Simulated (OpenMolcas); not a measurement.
## Levels of Xe3+ by method

```
Program             : OpenMolcas
Basis               : ANO-RCC-VDZP [6s5p3d1f]
Scalar Hamiltonian  : DKH2, point nucleus
Active space        : 3 electrons in 3 orbitals (5p)
State averaging     : 2S+1 = 4 odd, 1 root; 2S+1 = 2 odd, 8 roots
Spin-orbit coupling : state interaction with AMFI integrals over the reference wave functions, term energies averaged over their components
```

Methods on the same reference wave functions:
A. CASSCF
B. SS-CASPT2, IPEA 0.25 Eh, imaginary shift 0.1 Eh (closed shells correlated: 4d 5s)

Energies in eV above 5s2 5p3 4S* 3/2, the measured ground level; measured values from Saloman, J. Phys. Chem. Ref. Data 33, 765 (2004).

```json
{"Level": "5s2 5p3 4S* 3/2", "A": "0.0000", "B": "0.0000", "Measured": "0.0000"}
{"Level": "5s2 5p3 2D* 3/2", "A": "2.1066", "B": "1.948", "Measured": "1.6449"}
{"Level": "5s2 5p3 2D* 5/2", "A": "2.6329", "B": "2.489", "Measured": "2.1711"}
{"Level": "5s2 5p3 2P* 1/2", "A": "4.1673", "B": "3.855", "Measured": "3.4761"}
{"Level": "5s2 5p3 2P* 3/2 [75 %]", "A": "5.0131", "B": "4.750", "Measured": "4.4200"}
```

Deviations, from unrounded energies. A percentage is the sum of absolute deviations over the sum of measured energies, with the sign that they share, or ± where signs differ.

| Against measurement | Levels | A | B |
| --- | --- | --- | --- |
| mean absolute deviation (cm-1) | 4 | 4500 | 2700 |
| other terms of the ground configuration (%) | 4 | +18.9 | +11.4 |

B lies closest to measurement on these levels. The largest miss of B in the table is 5s2 5p3 2P* 1/2, by +3100 cm-1. The ranking rests on the paired levels alone, and a cruder setting can come out closer through cancelling errors.

From A to B the spin-free energies of the other terms of 5s2 5p3 shown, above 4S*, scale by factors of 0.91 to 0.92.

The lowest spin-free term lies below A's lowest term by 0.410 hartree in B.

CASPT2 does not keep the components of a term degenerate, so their means are used; among the terms shown or strongly mixed into the levels shown the widest spread is 190 cm-1 (5s2 5p3 2D*, B). With the s shell closed, the reference lacks s² → p² mixing. The basis is small and was not contracted for so high a charge. Some terms miss by over 15 % even with CASPT2, which points to a basis or an active space too small for the shells correlated (holds for B). Measured partners are found by configuration, term and J. A level has none where our copy of the source lacks it or the pairing is in doubt (some pairs that miss far off the trend of their configuration count as doubtful), and it then counts in no deviation. Only configurations of the active space appear.

A share in square brackets marks a mixed level and gives the weight of the term that names it, the lowest over the columns. * marks odd parity.
